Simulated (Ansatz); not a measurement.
This geometry of Cl₃FH₃OSTa (10 atoms, charge 0, multiplicity 1) is a first-order saddle point.

Computed with RKS PBE/def2-SVP in Ansatz.

```xyz
10
Properties=species:S:1:pos:R:3
Ta -0.119 -0.299 -0.212
O 1.973 -0.019 -0.276
H 2.435 0.093 0.580
F 0.280 -1.060 1.494
Cl -0.121 0.237 -2.484
Cl -0.558 1.815 0.616
Cl -2.168 -1.366 -0.255
S 1.155 -2.513 -1.123
H 1.266 -3.102 0.103
H 2.044 -1.245 -0.703
```

(1) Which two structures does it join? (They come from a converged band through this point; their orientation in space is the band's.)

(2) How far does it lie above each of them?

Results:

(1) Bonds broken: S8–H10. Bonds formed: O2–H10.

First end point:

```xyz
10
Properties=species:S:1:pos:R:3
Ta 0.002 -0.048 -0.149
O 1.863 0.425 -0.047
H 2.493 0.251 0.676
F 0.330 -0.947 1.514
Cl 0.030 0.334 -2.465
Cl -0.943 1.911 0.600
Cl -1.978 -1.352 -0.269
S 0.983 -2.570 -1.100
H 1.088 -3.172 0.119
H 2.319 -2.292 -1.137
```

Last end point:

```xyz
10
Properties=species:S:1:pos:R:3
Ta -0.181 -0.576 -0.296
O 2.081 -0.046 -0.260
H 2.379 0.564 0.444
F 0.227 -1.337 1.408
Cl -0.132 0.104 -2.533
Cl -0.118 1.614 0.610
Cl -2.430 -1.025 -0.178
S 0.808 -2.640 -1.183
H 0.887 -3.286 0.018
H 2.666 -0.831 -0.289
```

(2) 12.3 kcal/mol above the first and 12.6 kcal/mol above the second. This is the barrier of this one path; another mechanism may lie lower. The orbitals stay closed-shell, which can raise the energy where a bond breaks towards radicals; this wasn't checked here.

Run time: 8.2 min on 4 threads of Arm Neoverse V1, on a shared host, peak memory 0.25 GiB.
